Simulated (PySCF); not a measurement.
Geometry:
| atom | x (Å) | y (Å) | z (Å) |
| --- | --- | --- | --- |
| C1 | -1.604 | 1.052 | 0.851 |
| C2 | -0.766 | 0.306 | -0.175 |
| Si3 | -1.047 | -1.571 | -0.490 |
| C4 | 0.835 | -1.445 | -0.165 |
| C5 | 0.688 | 0.025 | 0.272 |
| C6 | 1.698 | 0.941 | -0.373 |
| F7 | 1.668 | 0.889 | -1.717 |
| F8 | 2.963 | 0.649 | -0.018 |
| F9 | 1.507 | 2.232 | -0.047 |
| H10 | -2.620 | 1.180 | 0.487 |
| H11 | -1.644 | 0.501 | 1.789 |
| H12 | -1.184 | 2.038 | 1.049 |
| H13 | -0.758 | 0.882 | -1.103 |
| H14 | -1.475 | -1.966 | -1.827 |
| H15 | -1.798 | -2.240 | 0.571 |
| H16 | 1.287 | -2.078 | 0.595 |
| H17 | 1.443 | -1.533 | -1.063 |
| H18 | 0.800 | 0.143 | 1.352 |

- geometry: GFN2-xTB
- shieldings: GIAO PBE0/pcSseg-1
- code: PySCF 2.14.0 with density-fitted response routines
- no relativistic terms, a single conformation, averaged over atoms made equivalent by symmetry, fast rotation or ring inversion, isolated molecule

Scale: TMS for 13C (reference shieldings calculated alike).

**Question.** Do the 13C shifts follow the atomic charges (in e)? Tabulate both.

**Answer.** 
```
atoms  hybridisation  δ (ppm)  σ para (ppm)  Hirshfeld    IAO  Mulliken  ESP-fitted
   C6            sp3    138.1          -195      +0.26  +0.80     +0.86       +0.52
   C5            sp3     47.0          -114      -0.05  -0.15     -0.36       -0.22
   C2            sp3     23.5           -88      -0.11  -0.37     -0.52       +0.08
   C1            sp3     21.6           -79      -0.12  -0.41     -0.19       -0.45
   C4            sp3      6.1           -72      -0.17  -0.54     -0.43       -0.34
```

Correlation coefficients of δ with charge over these carbons: Hirshfeld +1.00, IAO +1.00, Mulliken +0.95, ESP-fitted +0.86; with the paramagnetic shielding -1.00. With so few points these coefficients are fragile. Charge is one influence among several: hybridisation and low-lying excitations act through the paramagnetic term.

Shifts are as computed. Against solution values, carbons near 30 ppm lie about +3 ppm off and those near 130 ppm about +5 ppm. Of 1211 compounds with measured shifts, 218 miss one by over three times the rms of a fit or turn the order of signals round; such compounds aren't used in these exercises.
